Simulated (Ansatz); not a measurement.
## Ansatz (development build ahead of 0.2.0) run

```yaml
crystal:
  periodic: [false, false, false]
  atoms:
    - { symbol: H, position_ang: [0.51858, -0.00843, 0.00395] }
    - { symbol: H, position_ang: [-0.25859, 0.44822, -0.00879] }
    - { symbol: H, position_ang: [-0.25159, -0.45446, 0.00212] }
basis:
  gaussian: { orbitals: def2-TZVP }
total_charge: 1
hamiltonian:
  xc: hf
```

The input is written out in the form of the current development build from the run's settings.

Output:

- Converged: yes
- Total energy: -1.29790 hartree
- Spin squared of the determinant: 0.000

Caution: stretched shape with no unrestricted run beside it, a lower state can exist.
